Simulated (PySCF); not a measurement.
# How methods differ on the excitation energy of Se

Se [Ar] 3d10 4s2 4p4 (3P) → Se [Ar] 3d10 4s2 4p3 5s1 (5S), as a difference of total energies. Computed with PySCF 2.14 in dyall-av2z (16s12p8d, 92 functions), with no relativity, point nucleus. Correlated levels: valence: [Ar] 3d10 frozen; virtual orbitals above 40 to 60 times the deepest correlated orbital energy dropped. The calculations carry no spin-orbit coupling.

```json
{"method": "UHF", "excitation energy (eV)": "5.671", "difference from reference (eV)": "-0.186"}
{"method": "MP2 (valence)", "excitation energy (eV)": "5.811", "difference from reference (eV)": "-0.046"}
{"method": "SCS-MP2 (valence)", "excitation energy (eV)": "5.959", "difference from reference (eV)": "+0.102"}
{"method": "CCSD (valence)", "excitation energy (eV)": "5.848", "difference from reference (eV)": "-0.009"}
{"method": "CCSD(T) (valence)", "excitation energy (eV)": "5.850", "difference from reference (eV)": "-0.007"}
```

Reference: 5.857 eV (measured; NIST levels, between the centres of gravity of the two terms).

These non-relativistic numbers lack the scalar-relativistic shift.

Errors of the correlated levels include the incompleteness of this basis and the frozen core.
